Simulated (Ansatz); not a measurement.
Input for Ansatz (a program for electronic structure): R-B2PLYP/def2-TZVPP on Cl3HOTi (SMILES [OH][Ti]([Cl])([Cl])[Cl]).

Ansatz 0.2 input:
```yaml
crystal:
  periodic: [false, false, false]
  atoms:
    - {symbol: O, position_ang: [-1.17387436, -0.05666760, 0.77134605]}
    - {symbol: Ti, position_ang: [0.35849292, 0.01277719, -0.08968780]}
    - {symbol: Cl, position_ang: [0.41410254, 1.82728674, -1.32012374]}
    - {symbol: Cl, position_ang: [2.00853013, 0.02615890, 1.35567762]}
    - {symbol: Cl, position_ang: [0.52396600, -1.72831888, -1.41288889]}
    - {symbol: H, position_ang: [-2.13131722, -0.08123634, 0.69577677]}
basis:
  gaussian:
    orbitals: def2-TZVPP
hamiltonian:
  xc: {name: B2PLYP}
magnetization: {spin_polarized: false}
correlation: {electrons: outside_noble_gas}
scf: {lower_state_search: off}
```

Program output:

```
WARN ansatz: RAYON_NUM_THREADS=4 ignored (pool sized by the plan → 4); use --threads N
Functional definition: B2PLYP
these checks for a lower state are left out or cut short: stability, starts, cluster_reference, orbital_swaps, neighbouring_geometries, increment
integrals: 0.55 GiB planned
1482 factors; integrals over basis functions are off by at most 6.3e-4 eV
mean field: 1.54 GiB planned
mean field evaluation 1: about -62721.3375 eV, gradient 6.2e1 eV
mean field evaluation 2: about -62721.4620 eV, gradient 6.1e1 eV
mean field evaluation 4: about -62727.4125 eV, gradient 2.5e1 eV
mean field evaluation 8: about -62728.3139 eV, gradient 4.1e-1 eV
mean field evaluation 16: about -62728.3264 eV, gradient 2.1e-3 eV
mean field -62728.32635888 eV, -2305.2234749021 hartree, gradient 5.9e-6 eV, S^2 0.000000; 0 other end points of the search recorded, 0 dependent functions left out
25 core orbitals not correlated
reference -62728.32653510 eV, -2305.2234813783 hartree; 16, 16 occupied and 194, 194 virtual orbitals, 1482 factors
second order -34.17775809 eV of doubles, -0.00000000 eV of singles
Total energy: -62737.55452979 eV, -2305.5626039279 hartree
Checks for a lower state left out: stability, starts, cluster_reference, orbital_swaps, neighbouring_geometries, increment
```

The run converged.

Cost: about 12 core-seconds (a rough figure).
